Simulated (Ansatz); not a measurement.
Germanium tetrachloride, Cl$_{4}$Ge, relaxed with RKS PBE-D4/def2-SVP in Ansatz from a rough embedded geometry. The force threshold is 0.03 eV/Å; the program also tests the step.

Charge 0, multiplicity 1.

Start:

```xyz
5

Cl   -1.637    0.151    1.413
Ge   -0.011   -0.017    0.009
Cl    1.155    1.772    0.137
Cl    1.255   -1.653    0.450
Cl   -0.762   -0.253   -2.009
```

(1) By how much does the energy fall, and how many steps does the optimiser take? (Best estimate.)

(2) Which bonds change most? (Estimate.)

(3) Give the relaxed structure. (Best estimate.)

Results:

(1) The calculation gave: 1.97 kJ/mol, in 3 steps.

(2) Ansatz gave: Ge2–Cl4 from 2.115 to 2.147 Å; Ge2–Cl5 from 2.166 to 2.147 Å; Cl1–Ge2 from 2.154 to 2.147 Å; Ge2–Cl3 from 2.140 to 2.147 Å.

(3) Ansatz gave: 
```xyz
5

Cl   -1.629    0.113    1.394
Ge    0.000    0.000    0.000
Cl    1.163    1.801    0.111
Cl    1.241   -1.684    0.484
Cl   -0.774   -0.230   -1.989
```
